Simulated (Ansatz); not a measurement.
Cost and result for the atomization energy of CH7NO3Si (`CO[Si](N)(O)O`) (13 atoms, 12 bonds).

```xyz
13

C    -0.9715    0.8961   -1.4801
O    -1.1215    0.1764   -0.2801
Si    0.1142   -0.5152    0.5351
N     1.2637    0.4948    1.2691
O     0.8908   -1.4273   -0.5845
O    -0.5862   -1.3342    1.7607
H    -0.5099    0.2810   -2.2589
H    -0.3596    1.7939   -1.3320
H    -1.9609    1.2087   -1.8192
H     1.0599    0.9755    2.1286
H     1.9922    0.9435    0.7421
H     1.6789   -1.8817   -0.2843
H    -1.4901   -1.6115    1.6037
```

Charge 0, multiplicity 1. All single points use the PBE0-D4/def2-TZVP geometry. It is one conformer, not always the lowest. Program: Ansatz. All runs use 2 threads of an AMD EPYC 7R13 on a shared host and a share of an NVIDIA H100 80 GB. Times are those of one run each, without the atoms' runs, and a repeat can differ threefold. Electronic energies, without spin–orbit coupling; frozen cores. CCSD(T)/CBS adds CCSD(T) − MP2 in def2-TZVPP to the MP2 limit, and its time is that of the two runs behind it. T1 = 0.011. B3LYP takes the VWN-RPA correlation (the form of Gaussian; ORCA's B3LYP/G).

CCSD(T)/CBS is a level of theory with its own doubt, some kJ/mol a heavy atom from the limit and from the frozen cores, so smaller differences don't rank the functionals.

```json
{"level": "PBE0-D4/def2-TZVPP", "functions": "295", "wall time": "1.8 s"}
{"level": "PBE-D4/def2-TZVPP (with forces)", "functions": "295", "wall time": "1.9 s"}
{"level": "B2PLYP/def2-TZVPP", "functions": "295", "wall time": "2.4 s"}
{"level": "B3LYP-D4/def2-TZVPP (with forces)", "functions": "295", "wall time": "2.4 s"}
{"level": "ωB97X-V/def2-TZVPP", "functions": "295", "wall time": "2.5 s"}
{"level": "r2SCAN-D4/def2-TZVPP (with forces)", "functions": "295", "wall time": "2.6 s"}
{"level": "ωB97M-V/def2-TZVPP (with forces)", "functions": "295", "wall time": "3.2 s"}
{"level": "MP2/def2-QZVPP", "functions": "565", "wall time": "3.4 s"}
{"level": "CCSD(T)/def2-TZVPP", "functions": "295", "wall time": "3.7 s"}
{"level": "CCSD(T)/CBS(def2)", "functions": "–", "wall time": "7.1 s"}
```

(1) What atomization energy does each give, and how far from CCSD(T)/CBS? (Best estimate.)

## Answers

(1) Ansatz gave: 
| level | atomization (kcal/mol) | difference from CCSD(T)/CBS | per bond |
| --- | --- | --- | --- |
| PBE0-D4/def2-TZVPP | 1224.4 | -15.7 | -1.3 |
| PBE-D4/def2-TZVPP (with forces) | 1252.3 | 12.2 | 1.0 |
| B2PLYP/def2-TZVPP | 1221.2 | -18.9 | -1.6 |
| B3LYP-D4/def2-TZVPP (with forces) | 1231.7 | -8.4 | -0.7 |
| ωB97X-V/def2-TZVPP | 1236.8 | -3.3 | -0.3 |
| r2SCAN-D4/def2-TZVPP (with forces) | 1233.0 | -7.1 | -0.6 |
| ωB97M-V/def2-TZVPP (with forces) | 1239.5 | -0.6 | 0.0 |
| MP2/def2-QZVPP | 1253.1 | 13.0 | 1.1 |
| CCSD(T)/def2-TZVPP | 1201.2 | -38.9 | -3.2 |
| CCSD(T)/CBS(def2) | 1240.1 | 0.0 | 0.0 |

In def2-TZVPP, CCSD(T) changes the Hartree–Fock value by +333.8 kcal/mol (the triples alone add +18.5 kcal/mol) and MP2 by +362.3 kcal/mol; breaking electron pairs costs correlation energy, which Hartree–Fock lacks. The D4 term adds +10.4 kcal/mol with B3LYP and +5.5 kcal/mol with PBE0; it sums over pairs of atoms, weighted by their polarisabilities, and B3LYP, whose exchange is more repulsive, gets the larger term. From PBE to PBE0 (25 % exact exchange), in def2-TZVPP and without D4, the atomization energy moves by −26.9 kcal/mol: exact exchange takes away binding that semilocal exchange gives to molecules.
